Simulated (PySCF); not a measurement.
PbHF, SMILES [PbH][F] (connectivity only; charge and spin as stated), neutral, multiplicity 1.

Geometry optimised at B3LYP-D3(BJ)/def2-TZVP. The def2 effective core potentials stand for the cores of Pb; spin–orbit coupling is left out.

The numbers are results of PBE/def2-TZVPD (PySCF), not measurements.

The molecule is in vacuum.

| Property | Result |
|---|---|
| total energy | -293.31455 hartree |
| point group | Cs |
| highest occupied level | -6.08 eV |
| lowest empty level | -3.63 eV |
| orbital gap | 2.45 eV |
| dipole moment | 0.761 e·Å |
| quadrupole, principal values (traceless, Buckingham form, about the centre of nuclear charge) | -6.18, -2.64, 8.82 D·Å |
| mean static polarisability | 46.4 bohr³ (6.88 Å³) |
| polarisability, principal values | 34.4, 47.8, 57.1 bohr³ |
